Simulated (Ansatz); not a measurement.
Cost and result up the ladder for InCl2(NH2) (InNCl₂H₂) (6 atoms). Total charge 0; singlet. Geometry: PBE0-D4/def2-SVP.

```xyz
6

In   -0.0398    0.7444    0.0854
Cl    1.5337    2.1791   -0.8711
Cl   -1.7705    1.7534    1.2836
N     0.1980   -1.2545    0.0563
H    -0.6523   -1.8002    0.1739
H     0.7308   -1.6223   -0.7282
```

Ansatz on 4 threads of Arm Neoverse V2 on a shared host. Times are rough, and most runs start from the orbitals of an earlier one. ωB97M-V/def2-TZVP serves as the yardstick here, not as an exact answer. Differences are given only for rows in sets of like size (and for xTB, whose basis is part of the method), since another set adds its own error. Binding counts from free atoms at the same level (In doublet, Cl doublet, N quartet, H doublet; other spins of the atoms weren't run), without zero-point energy or a counterpoise term.

In the def2 sets In takes a core potential, while STO-3G treats all electrons; there is no spin–orbit coupling. LC-ωPBE has ω = 0.4 bohr⁻¹. B3LYP takes the VWN-RPA correlation. Correlated methods freeze 15 core orbitals; core or outer-core shells of In are correlated, in sets that lack core-valence functions.

Correlated methods converge slowly with the basis.

```
                level  functions  binding energy per atom (eV)  difference from ωB97M-V/def2-TZVP (eV)
            HF/STO-3G         52                          2.83                                       –
   CCSD(T)/def2-TZVPP        193                          2.83                                   -0.11
      PBE-D4/def2-SVP         86                          2.94                                       –
     PBE-D4/def2-TZVP        167                          2.98                                    0.03
     PBE0-D4/def2-SVP         86                          2.87                                       –
   B3LYP-D4/def2-TZVP        167                          2.87                                   -0.07
  r2SCAN-D4/def2-TZVP        167                          2.92                                   -0.02
    ωB97M-V/def2-TZVP        167                          2.94                                    0.00
     B97M-V/def2-TZVP        167                          2.95                                    0.01
LDA (SPW92)/def2-TZVP        167                          3.38                                    0.44
    ωB97X-V/def2-TZVP        167                          2.95                                    0.01
    LC-ωPBE/def2-TZVP        167                          2.91                                   -0.03
         HF/def2-TZVP        167                          1.95                                   -0.99
 r2SCAN-D4/def2-TZVPD        203                          2.92                                   -0.02
```

(1) Estimate how long each takes.

## Answers

(1) HF/STO-3G 0.25 s; PBE-D4/def2-SVP 0.6 s; LDA (SPW92)/def2-TZVP 0.7 s; PBE0-D4/def2-SVP 0.95 s; HF/def2-TZVP 1.1 s; PBE-D4/def2-TZVP 1.1 s; LC-ωPBE/def2-TZVP 1.6 s; B3LYP-D4/def2-TZVP 1.9 s; r2SCAN-D4/def2-TZVP 2.9 s; r2SCAN-D4/def2-TZVPD 3.9 s; ωB97X-V/def2-TZVP 4.8 s; B97M-V/def2-TZVP 5 s; ωB97M-V/def2-TZVP 6 s; CCSD(T)/def2-TZVPP 59 s. On shared hardware such times vary by a factor of up to 3.
